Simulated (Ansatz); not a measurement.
SiHMe2F (C2H7FSi). Charge 0, multiplicity 1. Geometry PBE-D4/def2-SVP; atoms count from 1.

```xyz
11

Si    0.1260    0.4528   -0.5352
H    -0.0705    1.9430   -0.6352
C    -1.5136   -0.4172   -0.2642
H    -2.2163   -0.2167   -1.0984
H    -1.9915   -0.0697    0.6755
H    -1.3705   -1.5150   -0.1907
C     1.3787    0.0335    0.7963
H     2.3537    0.5241    0.6007
H     1.5479   -1.0620    0.8452
H     1.0207    0.3698    1.7918
F     0.7353   -0.0426   -1.9860
```

Q: Estimate the Mulliken populations from the PBE0/def2-TZVP orbitals of Ansatz.

A: 
| atom | charge (e) |
| --- | --- |
| Si1 | 0.57 |
| H2 | -0.05 |
| C3 | -0.51 |
| H4 | 0.15 |
| H5 | 0.14 |
| H6 | 0.14 |
| C7 | -0.51 |
| H8 | 0.15 |
| H9 | 0.14 |
| H10 | 0.14 |
| F11 | -0.35 |
Mulliken values depend strongly on the basis.

Q: And the Mayer bond orders between heavy atoms (over 0.3)?

A: Si1–C3 1.01 (1.88 Å); Si1–C7 1.01 (1.88 Å); Si1–F11 1.04 (1.65 Å).
